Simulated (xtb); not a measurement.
Input for xtb: GFN2-xTB on C3H9Ga (SMILES [CH3][Ga]([CH3])[CH3]).

```
$ xtb mol.xyz --gfn 2 --sp --chrg 0 --uhf 0
13

C     -0.91942945    -0.46870777     1.69807228
Ga    -0.00927880    -0.00927862    -0.00942687
C     -0.69022167     1.48841944    -1.12684714
C      1.59980240    -1.02943742    -0.58022242
H     -1.42247198     0.39380034     2.13737169
H     -0.22590217    -0.88747858     2.42869912
H     -1.68323866    -1.22760553     1.50141460
H     -1.76168447     1.64168970    -0.99053146
H     -0.48432232     1.33308553    -2.18673907
H     -0.18779780     2.41389715    -0.82853822
H      1.59124709    -2.04955679    -0.19364886
H      2.49374772    -0.53804692    -0.18359736
H      1.69965008    -1.06058052    -1.66600627
```

Output:

```
[...]
           -------------------------------------------------
          |                Calculation Setup                |
           -------------------------------------------------



           -------------------------------------------------
          |                 G F N 2 - x T B                 |
           -------------------------------------------------

        Reference                      10.1021/acs.jctc.8b01176
      * Hamiltonian:
        H0-scaling (s, p, d)           1.850000    2.230000    2.230000
        zeta-weighting                 0.500000
      * Dispersion:
        s8                             2.700000
        a1                             0.520000
        a2                             5.000000
        s9                             5.000000
      * Repulsion:
        kExp                           1.500000    1.000000
        rExp                           1.000000
      * Coulomb:
        alpha                          2.000000
        third order                    shell-resolved
        anisotropic                    true
        a3                             3.000000
        a5                             4.000000
        cn-shift                       1.200000
        cn-exp                         4.000000
        max-rad                        5.000000


          ...................................................
          :                      SETUP                      :
          :.................................................:
          :  # basis functions                  31          :
          :  # atomic orbitals                  30          :
          :  # shells                           18          :
          :  # electrons                        24          :
          :  max. iterations                   250          :
          :  Hamiltonian                  GFN2-xTB          :
          :  restarted?                      false          :
          :  GBSA solvation                  false          :
          :  PC potential                    false          :
          :  electronic temp.          300.0000000     K    :
          :  accuracy                    1.0000000          :
          :  -> integral cutoff          0.2500000E+02      :
          :  -> integral neglect         0.1000000E-07      :
          :  -> SCF convergence          0.1000000E-05 Eh   :
          :  -> wf. convergence          0.1000000E-03 e    :
          :  Broyden damping             0.4000000          :
          :  net charge                          0          :
          :  unpaired electrons                  0          :
          ...................................................

 iter      E             dE          RMSdq      gap      omega  full diag
   1    -12.3015201 -0.123015E+02  0.894E+00    5.20       0.0  T
   2    -12.3190532 -0.175331E-01  0.569E+00    5.17       1.0  T
   3    -12.3182452  0.808029E-03  0.960E-01    5.01       1.0  T
   4    -12.3205452 -0.229998E-02  0.412E-01    5.18       1.0  T
   5    -12.3207287 -0.183497E-03  0.686E-02    5.16       1.0  T
   6    -12.3207252  0.346605E-05  0.405E-02    5.14       1.0  T
   7    -12.3207319 -0.672770E-05  0.947E-03    5.15       2.9  T
   8    -12.3207323 -0.379577E-06  0.186E-03    5.15      14.9  T
   9    -12.3207323  0.745141E-09  0.863E-04    5.15      32.2  T
  10    -12.3207323 -0.168075E-08  0.172E-04    5.15     161.3  T

   *** convergence criteria satisfied after 10 iterations ***

         #    Occupation            Energy/Eh            Energy/eV
      -------------------------------------------------------------
         1        2.0000           -0.5825286             -15.8514
       ...           ...                  ...                  ...
         6        2.0000           -0.4650154             -12.6537
         7        2.0000           -0.4609850             -12.5440
         8        2.0000           -0.4608833             -12.5413
         9        2.0000           -0.4607673             -12.5381
        10        2.0000           -0.4559578             -12.4072
        11        2.0000           -0.3773727             -10.2688
        12        2.0000           -0.3773139             -10.2672 (HOMO)
        13                         -0.1881295              -5.1193 (LUMO)
        14                         -0.1354379              -3.6855
        15                          0.0515895               1.4038
        16                          0.0570485               1.5524
        17                          0.0720229               1.9598
       ...                                ...                  ...
        30                          1.2016205              32.6978
      -------------------------------------------------------------
                  HL-Gap            0.1891845 Eh            5.1480 eV
             Fermi-level           -0.2827217 Eh           -7.6932 eV

 SCC (total)                   0 d,  0 h,  0 min,  0.010 sec
 SCC setup                      ...        0 min,  0.000 sec (  1.912%)
 Dispersion                     ...        0 min,  0.000 sec (  1.055%)
 classical contributions        ...        0 min,  0.000 sec (  0.377%)
 integral evaluation            ...        0 min,  0.001 sec ( 13.717%)
 iterations                     ...        0 min,  0.005 sec ( 52.093%)
 molecular gradient             ...        0 min,  0.003 sec ( 28.744%)
 printout                       ...        0 min,  0.000 sec (  1.844%)

         :::::::::::::::::::::::::::::::::::::::::::::::::::::
         ::                     SUMMARY                     ::
         :::::::::::::::::::::::::::::::::::::::::::::::::::::
         :: total energy             -12.151934658830 Eh    ::
         :: gradient norm              0.015441885643 Eh/a0 ::
         :: HOMO-LUMO gap              5.147971882386 eV    ::
         ::.................................................::
         :: SCC energy               -12.320711684661 Eh    ::
         :: -> isotropic ES            0.014839276635 Eh    ::
         :: -> anisotropic ES          0.001524741700 Eh    ::
         :: -> anisotropic XC          0.005743879069 Eh    ::
         :: -> dispersion             -0.005658465793 Eh    ::
         :: repulsion energy           0.168777025831 Eh    ::
         :: add. restraining           0.000000000000 Eh    ::
         :: total charge              -0.000000000000 e     ::
         :::::::::::::::::::::::::::::::::::::::::::::::::::::

           -------------------------------------------------
          |                Property Printout                |
           -------------------------------------------------

    * Orbital Energies and Occupations

         #    Occupation            Energy/Eh            Energy/eV
      -------------------------------------------------------------
         1        2.0000           -0.5825286             -15.8514
         2        2.0000           -0.5688048             -15.4780
         3        2.0000           -0.5687824             -15.4774
         4        2.0000           -0.5122687             -13.9395
         5        2.0000           -0.4652328             -12.6596
         6        2.0000           -0.4650154             -12.6537
         7        2.0000           -0.4609850             -12.5440
         8        2.0000           -0.4608833             -12.5413
         9        2.0000           -0.4607673             -12.5381
        10        2.0000           -0.4559578             -12.4072
        11        2.0000           -0.3773727             -10.2688
        12        2.0000           -0.3773139             -10.2672 (HOMO)
        13                         -0.1881295              -5.1193 (LUMO)
        14                         -0.1354379              -3.6855
        15                          0.0515895               1.4038
        16                          0.0570485               1.5524
        17                          0.0720229               1.9598
        18                          0.0741353               2.0173
        19                          0.1413948               3.8475
        20                          0.1873523               5.0981
        21                          0.1875156               5.1026
        22                          0.2045347               5.5657
        23                          0.2097167               5.7067
       ...                                ...                  ...
        30                          1.2016205              32.6978
      -------------------------------------------------------------
                  HL-Gap            0.1891845 Eh            5.1480 eV
             Fermi-level           -0.2827217 Eh           -7.6932 eV

     #   Z          covCN         q      C6AA      α(0)
     1   6 C        3.635    -0.164    24.131     7.069
     2  31 Ga       2.587    -0.001   218.824    33.174
     3   6 C        3.635    -0.164    24.128     7.069
     4   6 C        3.635    -0.164    24.129     7.069
     5   1 H        0.924     0.056     2.243     2.342
     6   1 H        0.924     0.056     2.243     2.342
     7   1 H        0.924     0.052     2.298     2.371
     8   1 H        0.924     0.057     2.238     2.340
     9   1 H        0.925     0.056     2.247     2.344
    10   1 H        0.924     0.052     2.298     2.371
    11   1 H        0.924     0.057     2.239     2.340
    12   1 H        0.924     0.052     2.299     2.371
    13   1 H        0.925     0.056     2.247     2.344

 Mol. C6AA /au·bohr⁶  :       1802.993474
 Mol. C8AA /au·bohr⁸  :      77683.250944
 Mol. α(0) /au        :         75.543859


Wiberg/Mayer (AO) data.
largest (>0.10) Wiberg bond orders for each atom

 ---------------------------------------------------------------------------
     #   Z sym  total        # sym  WBO       # sym  WBO       # sym  WBO
 ---------------------------------------------------------------------------
     1   6 C    3.954 --     5 H    0.931     6 H    0.930     7 H    0.926
                             2 Ga   0.921     3 C    0.119     4 C    0.119
     2  31 Ga   3.341 --     1 C    0.921     4 C    0.921     3 C    0.921
     3   6 C    3.954 --     9 H    0.931     8 H    0.930    10 H    0.926
                             2 Ga   0.921     4 C    0.119     1 C    0.119
     4   6 C    3.954 --    13 H    0.931    11 H    0.930    12 H    0.926
                             2 Ga   0.921     3 C    0.119     1 C    0.119
     5   1 H    0.997 --     1 C    0.931
     6   1 H    0.997 --     1 C    0.930
     7   1 H    0.997 --     1 C    0.926
     8   1 H    0.997 --     3 C    0.930
     9   1 H    0.997 --     3 C    0.931
    10   1 H    0.997 --     3 C    0.926
    11   1 H    0.997 --     4 C    0.930
    12   1 H    0.997 --     4 C    0.926
    13   1 H    0.997 --     4 C    0.931
 ---------------------------------------------------------------------------

Topologies differ in total number of bonds
Writing topology from bond orders to xtbtopo.mol

molecular dipole:
                 x           y           z       tot (Debye)
 q only:       -0.002      -0.000       0.002
   full:        0.008       0.008       0.007       0.034
molecular quadrupole (traceless):
                xx          xy          yy          xz          yz          zz
 q only:       -0.047      -0.664      -0.136      -0.457      -0.504       0.183
  q+dip:       -0.009      -1.450      -0.272      -1.135      -1.265       0.281
   full:        0.111       0.804       0.209       0.527       0.544      -0.320


           -------------------------------------------------
          | TOTAL ENERGY              -12.151934658830 Eh   |
          | GRADIENT NORM               0.015441885643 Eh/α |
          | HOMO-LUMO GAP               5.147971882386 eV   |
           -------------------------------------------------
Note: The following floating-point exceptions are signalling: IEEE_UNDERFLOW_FLAG IEEE_DENORMAL
normal termination of xtb

------------------------------------------------------------------------
------------------------------------------------------------------------
 total:
 SCF:
```

The run finished.

Cost: about 0.06 core-seconds (a rough figure).
